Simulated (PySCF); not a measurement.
Compound: H₁₀O₃Si₄.
SMILES with atom numbers: `[SiH3:1][O:2][SiH:3]([O:4][SiH3:5])[O:6][SiH3:7]` (hydrogens: H8, H9, H10 on Si1; H11 on Si3; H12, H13, H14 on Si5; H15, H16, H17 on Si7)

The same species was optimised twice, with GFN2-xTB and with PBE0-D3(BJ)/def2-SVP (PySCF), and the same property calculations (PySCF, gas phase) were run on both structures.

```json
{"coordinate": "O4–Si5 (Å)", "GFN2-xTB": "1.621", "PBE0-D3(BJ)/def2-SVP": "1.660", "change": "+0.039"}
{"coordinate": "O6–Si7 (Å)", "GFN2-xTB": "1.621", "PBE0-D3(BJ)/def2-SVP": "1.660", "change": "+0.039"}
{"coordinate": "Si1–O2 (Å)", "GFN2-xTB": "1.621", "PBE0-D3(BJ)/def2-SVP": "1.660", "change": "+0.039"}
{"coordinate": "Si3–O6 (Å)", "GFN2-xTB": "1.612", "PBE0-D3(BJ)/def2-SVP": "1.645", "change": "+0.033"}
{"coordinate": "Si3–O4 (Å)", "GFN2-xTB": "1.612", "PBE0-D3(BJ)/def2-SVP": "1.645", "change": "+0.033"}
{"coordinate": "O2–Si3 (Å)", "GFN2-xTB": "1.612", "PBE0-D3(BJ)/def2-SVP": "1.644", "change": "+0.032"}
{"coordinate": "Si3–O6–Si7 (°)", "GFN2-xTB": "145.2", "PBE0-D3(BJ)/def2-SVP": "145.6", "change": "+0.4"}
{"coordinate": "O2–Si3–O6 (°)", "GFN2-xTB": "109.7", "PBE0-D3(BJ)/def2-SVP": "109.4", "change": "-0.3"}
{"coordinate": "O4–Si3–O6 (°)", "GFN2-xTB": "109.7", "PBE0-D3(BJ)/def2-SVP": "109.5", "change": "-0.2"}
{"coordinate": "Si1–O2–Si3 (°)", "GFN2-xTB": "145.1", "PBE0-D3(BJ)/def2-SVP": "145.3", "change": "+0.2"}
{"coordinate": "O2–Si3–O4 (°)", "GFN2-xTB": "109.9", "PBE0-D3(BJ)/def2-SVP": "109.8", "change": "-0.1"}
{"coordinate": "Si3–O4–Si5 (°)", "GFN2-xTB": "145.4", "PBE0-D3(BJ)/def2-SVP": "145.4", "change": "0.0"}
{"coordinate": "Si1–O2–Si3–O4 (°)", "GFN2-xTB": "67", "PBE0-D3(BJ)/def2-SVP": "74", "change": "+7"}
{"coordinate": "O2–Si3–O4–Si5 (°)", "GFN2-xTB": "-53", "PBE0-D3(BJ)/def2-SVP": "-68", "change": "-15"}
{"coordinate": "O2–Si3–O6–Si7 (°)", "GFN2-xTB": "68", "PBE0-D3(BJ)/def2-SVP": "66", "change": "-2"}
```

Rotational constants: A = 1076, B = 1075, C = 711.2 MHz (GFN2-xTB) against A = 1088, B = 975.0, C = 679.9 MHz (PBE0-D3(BJ)/def2-SVP). Atoms that the bonding makes alike are paired by their places after alignment.

On the GFN2-xTB structure: lowest singlet, TDDFT (eV) 6.92 [B3LYP/def2-SVPD]; lowest triplet, Tamm–Dancoff (eV) 6.71 [B3LYP/def2-SVPD]; isotropic polarisability (au) 105.4 [B3LYP/def2-SVPD]; HOMO (eV) -8.47 [B3LYP/def2-SVPD]; LUMO (eV) -0.60 [B3LYP/def2-SVPD]; dipole (D) 1.39 [B3LYP/def2-SVPD]; HOMO (eV) -8.69 [PBE0/pcSseg-1]; LUMO (eV) -0.30 [PBE0/pcSseg-1]; dipole (D) 1.78 [PBE0/pcSseg-1]; GIAO shielding of Si1/Si5/Si7 (mean) (ppm) 392.0 [PBE0/pcSseg-1]; GIAO shielding of O2/O4/O6 (mean) (ppm) 281.8 [PBE0/pcSseg-1]; GIAO shielding of Si3 (ppm) 425.4 [PBE0/pcSseg-1].

Problem. What do these properties become on the PBE0-D3(BJ)/def2-SVP structure?

Solution. 
```tsv
property	level	on GFN2-xTB	on PBE0-D3(BJ)/def2-SVP	change
lowest singlet, TDDFT (eV)	B3LYP/def2-SVPD	6.92	6.96	+0.04
lowest triplet, Tamm–Dancoff (eV)	B3LYP/def2-SVPD	6.71	6.75	+0.04
isotropic polarisability (au)	B3LYP/def2-SVPD	105.4	110.5	+5.1
HOMO (eV)	B3LYP/def2-SVPD	-8.47	-8.47	0.00
LUMO (eV)	B3LYP/def2-SVPD	-0.60	-0.55	+0.05
dipole (D)	B3LYP/def2-SVPD	1.39	0.96	-0.43
energy, GFN2-xTB geometry as zero (kcal/mol)	B3LYP/def2-SVPD	0.0	-9.3	-9.3
HOMO (eV)	PBE0/pcSseg-1	-8.69	-8.70	-0.01
LUMO (eV)	PBE0/pcSseg-1	-0.30	-0.25	+0.05
dipole (D)	PBE0/pcSseg-1	1.78	1.30	-0.48
energy, GFN2-xTB geometry as zero (kcal/mol)	PBE0/pcSseg-1	0.0	-6.5	-6.5
GIAO shielding of Si1/Si5/Si7 (mean) (ppm)	PBE0/pcSseg-1	392.0	391.3	-0.7
GIAO shielding of O2/O4/O6 (mean) (ppm)	PBE0/pcSseg-1	281.8	279.3	-2.5
GIAO shielding of Si3 (ppm)	PBE0/pcSseg-1	425.4	424.8	-0.6
```

The heavy atoms differ by 0.099 Å rms after alignment (one structure mirrored). Among the bonds compared Si1–O2, O4–Si5 and O6–Si7 change most and about equally (+0.039 Å). Changes are differences of the printed values. Neither structure is proved a minimum here.

The values belong to the conformer `[SiH3:1][O:2][SiH:3]([O:4][SiH3:5])[O:6][SiH3:7]`: Si1–O2–Si3–O4 74°, O2–Si3–O4–Si5 -68°, O2–Si3–O6–Si7 66°.
